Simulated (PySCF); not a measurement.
Working out the excitation energy of Ne²⁺

Ne²⁺ [He] 2s2 2p4 (3P) → Ne²⁺ [He] 2s1 2p5 (3P). All numbers are calculated (PySCF 2.14, the spin-free X2C one-electron Hamiltonian (Gaussian nucleus), in x2c-QZVPPall). Frozen: nothing. Energies in hartree (1 hartree = 27.21139 eV):

| part | Ne²⁺ (lower) | Ne²⁺ (upper) |
| --- | --- | --- |
| UHF | -126.519992 | -125.541047 |
| CCSD correlation | -0.194234 | -0.239672 |
| (T) | -0.001859 | -0.003727 |

Question: What does Hartree-Fock give?

Answer: (-125.541047) − (-126.519992) = 0.978945 hartree = 26.638 eV.

Question: What do CCSD and CCSD(T) give?

Answer: The CCSD correlation energies differ by -0.045438 hartree = -1.236 eV and the triples by -0.001868 hartree = -0.051 eV, so CCSD gives 25.402 eV and CCSD(T) 25.351 eV.
